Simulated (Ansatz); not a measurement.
CH4INOSi (`N=C(I)O[SiH3]`) at its PBE0-D4/def2-TZVP geometry, where that method's forces vanish. Total charge 0; spin multiplicity 1. I: def2 effective core potential.

```xyz
9

N    -0.4427    0.8649   -1.5840
C    -0.8937   -0.1308   -0.9773
I    -2.5251   -1.1752   -1.8013
O    -0.5128   -0.6958    0.1703
Si    0.7526   -0.1474    1.1274
H     0.3467    1.3096   -1.1142
H     0.7834   -1.0827    2.2677
H     0.4769    1.2436    1.5624
H     2.0147   -0.1861    0.3490
```

Question: What forces (eV/Å) does PBE-D4/def2-TZVPP give on these atoms in Ansatz? (An estimate is asked.)

Answer: Computed: 
```
N1   0.070  0.592 -0.611
C2  -0.193 -0.202 -0.003
I3  -0.308 -0.205 -0.147
O4  -0.200 -0.532  0.374
Si5  0.233  0.122  0.151
H6   0.266  0.178  0.125
H7  -0.001 -0.106  0.125
H8  -0.019  0.156  0.060
H9   0.151 -0.002 -0.074
```
